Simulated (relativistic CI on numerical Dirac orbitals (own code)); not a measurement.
## Radial parameters of La30+

Calculated at this level of theory: Dirac-Coulomb-Breit CI, orbitals from a KLI potential per configuration, model QED (radiative potential, 1s self-energy scaled to tabulated hydrogen-like ionisation energies), unscaled Slater integrals (own radial code, finite nucleus).

Slater integrals F^k, G^k are unscaled and averaged over j, outside the closed core [Ne]; ζ comes from projecting the Hamiltonian with its Breit term on Σ l·s of the shell.

- 3s2 3p6 3d9: ζ(3d) = 57779 cm⁻¹; <r>(3d) = 0.2486, <r^2>(3d) = 0.07222 (bohr units).
- 3s2 3p5 3d10: ζ(3p) = 457510 cm⁻¹; <r>(3p) = 0.2741, <r^2>(3p) = 0.08694 (bohr units).
- 3s2 3p6 3d8 4s: F^2(3d,3d) = 410840, F^4(3d,3d) = 264300, ζ(3d) = 58993, G^2(3d,4s) = 41412 cm⁻¹; <r>(3d) = 0.2464, <r^2>(3d) = 0.0709, <r>(4s) = 0.5587, <r^2>(4s) = 0.3506 (bohr units).

(1) Give the Racah parameters of the d shell in 3s2 3p6 3d8 4s.

Averages of the first 10 configurations, taken without configuration mixing, which lowers the lowest level and can move excited configurations by several eV; other configurations of the list can lie among them:

```tsv
Configuration	Parity	States	Average energy above the lowest level (eV)
3s2 3p6 3d9	even	10	7.3
3s2 3p5 3d10	odd	6	311.5
3s 3p6 3d10	even	2	524.2
3s2 3p6 3d8 4s	even	90	762.3
3s2 3p6 3d8 4p	odd	270	839.3
3s2 3p6 3d8 4d	even	450	945.8
3s2 3p4 3d10 4s	even	30	1364.0
3s2 3p6 3d8 4f	odd	630	1047.3
3s2 3p5 3d9 4s	odd	120	1060.3
3s2 3p4 3d10 4p	odd	90	1441.4
```

Results:

(1) B = F²/49 − 5F⁴/441 = 5388 cm⁻¹ and C = 35F⁴/441 = 20976 cm⁻¹.
